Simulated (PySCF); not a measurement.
Structure problem from calculated spectra and properties.

Elements present: C, H, N and S. Monoisotopic mass: 187.0456 u.

| Quantity | Value |
| --- | --- |
| Rotational structure | rotational constants A, B, C: 1.678, 0.412, 0.375 GHz [PBE0-D3(BJ)/def2-SVP] |
| UV, first state | lowest singlet excitation: 4.28 eV (290 nm, f = 0.002) [TDDFT B3LYP/def2-SVPD] |
| Dipole | 3.31 D [B3LYP/def2-SVPD] |
| 1H NMR | chemical shifts (computed TMS as zero) by class: 8.38 (2 H), 7.81 (2 H), 7.69 (2 H), 7.69 (1 H), 6.39 (2 H) ppm [GIAO PBE0/pcSseg-1] |
| NMR, other nuclei | isotropic shieldings of nuclei other than C and H, by class: -79 (1 N), 396 (1 S) ppm [GIAO PBE0/pcSseg-1] |
| UV, strongest line | among the 10 lowest singlet transitions: S6 at 5.08 eV (244 nm, f = 0.200) [TDDFT B3LYP/def2-SVPD] |
| Triplet | lowest triplet excitation (Tamm–Dancoff): 3.87 eV [TDA B3LYP/def2-SVPD] |
| Polarisability | 155.3 au [B3LYP/def2-SVPD] |
| 13C NMR | chemical shifts (computed TMS as zero) by class: 159.9 (1 C), 154.9 (2 C), 144.8 (2 C), 136.5 (1 C), 136.3 (1 C), 135.9 (2 C), 123.3 (2 C) ppm [GIAO PBE0/pcSseg-1] |

The electronic properties come from PySCF, for the isolated species, density fitting. Levels stand in brackets. NMR shifts are as computed; neighbouring signals can stand in another order in a measured spectrum. Geometry: PBE0-D3(BJ)/def2-SVP, one conformer, isolated molecule. NMR values are class means; diastereotopic atoms form classes of their own.

Task: Which formula fits the mass and the elements?

Result: C11H9NS (calculated 187.0456). No other formula that holds each of these elements comes within 0.0003 u with a fitting electron parity and a possible valence count.

Task: Give a SMILES that accounts for the data.

Result: Numbering: `[cH:1]1[cH:2][cH:3][c:4]([S:5][c:6]2[cH:7][cH:8][n:9][cH:10][cH:11]2)[cH:12][cH:13]1`. Its formula, C11H9NS, gives 8 degrees of unsaturation: 2 rings and 6 π bonds in the structure found (Kekulé form). 11 carbons fall into 7 classes; from least to most shielded: substituted aromatic carbon [C6] (159.9 ppm), aromatic CH next to a ring nitrogen [C8/C10] (154.9 ppm, 2 C), aromatic CH carbon [C3/C12] (144.8 ppm, 2 C), aromatic CH carbon [C1] (136.5 ppm), substituted aromatic carbon [C4] (136.3 ppm), aromatic CH carbon [C2/C13] (135.9 ppm, 2 C), aromatic CH carbon [C7/C11] (123.3 ppm, 2 C). Hydrogen classes from least to most shielded: 2 H on 2 like atoms (aromatic CH next to a ring nitrogen), C8/C10 (8.38 ppm), 2 H on the ortho carbons, C3/C12 (7.81 ppm), 2 H on the meta carbons, C2/C13 (7.69 ppm), 1 H on the para carbon, C1 (7.69 ppm), 2 H on 2 aromatic CH carbons, C7/C11 (6.39 ppm, a mean of values up to 1.3 ppm apart in this geometry). The other shieldings belong to: -79 ppm, pyridine-type nitrogen [N9]; 396 ppm, sulfide sulfur [S5]. S1 is mainly HOMO→LUMO (weight 0.98); the largest Löwdin shares of the orbital it empties are 0.48 on the sulfide sulfur, 0.12 on a substituted aromatic carbon, 0.09 on the pyridine-type nitrogen and 0.08 on an aromatic CH carbon, of the orbital it fills 0.20 on an aromatic CH carbon, 0.20 on a substituted aromatic carbon and 0.11 on each of 2 atoms of one kind (aromatic CH carbon). By its constants the optimised geometry is an asymmetric top. Structure: `C1=CC=C(SC2=CC=NC=C2)C=C1`. The assignments are read from this structure; whether some other isomer fits the data as well wasn't checked.

The values belong to the conformer `[cH:1]1[cH:2][cH:3][c:4]([S:5][c:6]2[cH:7][cH:8][n:9][cH:10][cH:11]2)[cH:12][cH:13]1`: C3–C4–S5–C6 -87°, C4–S5–C6–C7 177°.
